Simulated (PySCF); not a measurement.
# Reading the logs of faulty runs: BH4OSi

Calculated results; nothing here was measured. The program is PySCF 2.14.0, an open-source quantum chemistry code, run on an isolated molecule that a program drew, which may never have been made. The molecule is BH4OSi (charge 0, doublet), drawn as the SMILES string `[BH]O[SiH3]`.

Each row is a Hartree-Fock (HF) and frozen-core CCSD(T) single point in the cc-pV(D+d)Z basis, meant for a local HF minimum. Run 1 is clean. Each other run has one planted mistake out of seven kinds, and not every kind appears here: one electron removed, one electron added, multiplicity raised by two, geometry at a saddle point, minimal basis STO-3G, one bond length entered in bohr, all coordinates scaled. The reference is restricted for singlets and unrestricted otherwise, and also for a bond in bohr. Adding or removing an electron swaps singlet and doublet. Electrons count all cores. HOMO and LUMO are orbital energies over both spins, the gradient is its largest component, and the lowest frequency (negative if imaginary) is given only where the gradient is small. Bond lengths are over the 6 bonds as drawn. T1 is the CCSD diagnostic: over 0.02 (restricted) or 0.045 (unrestricted) a single reference is doubtful.

Geometry of the clean run:
```xyz
7
BH4OSi, angstrom
B    -3.3660    1.0912    0.8948
O    -2.1592    0.8777    1.4182
Si   -0.6197    0.5183    0.8859
H    -3.6079    1.0554   -0.2894
H    -0.2148   -0.7608    1.4948
H     0.2783    1.5998    1.3272
H    -0.6125    0.4122   -0.5870
```

| run | electrons | basis functions | <S^2> | HOMO (eV) | LUMO (eV) | gradient (hartree/bohr) | lowest frequency (cm^-1) | mean bond (Å) | longest bond (Å) | T1 | HF (hartree) | CCSD(T) (hartree) | mistake |
|---|---|---|---|---|---|---|---|---|---|---|---|---|---|
| 1 | 31 | 71 | 0.753 | -8.77 | 3.01 | 1.1e-05 | 74 | 1.4389 | 1.668 | 0.0159 | -390.82856 | -391.22053 | no fault |
| 2 | 32 | 71 | 0.000 | 1.21 | 7.94 | 9.7e-02 | - | 1.4389 | 1.668 | 0.0272 | -390.74018 | -391.17175 | one electron added |
| 3 | 31 | 71 | 1.559 | -8.73 | 1.58 | 1.2e-02 | - | 1.6579 | 2.791 | 0.0566 | -390.71228 | -391.09664 | one bond length entered in bohr |
| 4 | 31 | 23 | 0.757 | -5.96 | 8.78 | 3.1e-02 | - | 1.4389 | 1.668 | 0.0202 | -386.13244 | -386.28291 | minimal basis STO-3G |
| 5 | 31 | 71 | 3.763 | -6.08 | -2.09 | 1.9e-01 | - | 1.4389 | 1.668 | 0.0305 | -390.57982 | -390.93520 | ? |

**Which mistake was planted in run 5, and what did it cost?**

Electrons, basis and geometry are unchanged, and <S^2> is 3.763, beside S(S+1) = 3.75 for a multiplicity of 4. So the mistake is: multiplicity raised by two. Subtracting run 1 and multiplying by 627.51 kcal/mol a hartree, the energy moved by 156.1 kcal/mol in HF and 179.0 kcal/mol in CCSD(T).

Cautions from the logs. Run 2: T1 is over the limit, so its CCSD(T) energy is less reliable and the HOMO is above zero, so the electron isn't bound and the energy depends on the basis; run 3: T1 is over the limit, so its CCSD(T) energy is less reliable.
